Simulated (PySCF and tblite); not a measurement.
Results of a calculation; reference values are marked as such.
System: C4H4ClF2N, numbered as in [H]/[N:3]=[C:2]([CH3:1])\[C:4]([F:5])=[C:6](/[F:7])[Cl:8].

Motion: planar inversion at N3 (torsion C1–C2–N3–H from -180° to 0°). GFN2-xTB gives an electronic barrier of 20.5 kcal/mol and a reaction energy of 1.5 kcal/mol.

In real samples N–H and O–H hydrogens exchange between molecules, which also interchanges these forms.

PBE0/pcSseg-1 + D3(BJ) on GFN2-xTB geometries gives 26.4 kcal/mol and k(298 K) = 8×10⁻⁶ s⁻¹.

(1) What does OPBE/pcSseg-1 + D3(BJ) give on GFN2-xTB geometries?

(2) At the first level the ¹⁹F lines of F7 (start) / F7 (end) span 2334 Hz and merge at 554 K (90 MHz). What does the second level predict?

Programs: tblite and PySCF.

## Answers

(1) A barrier of 26.8 kcal/mol, 0.5 above the first DFT barrier (from unrounded values), a reaction energy of 0.6 kcal/mol and, with GFN2-xTB thermal terms, ΔG‡(298 K) = 24.9 kcal/mol and k = 3.6×10⁻⁶ s⁻¹ (1 equivalent path).

(2) A span of 2358 Hz and merging at 563 K.
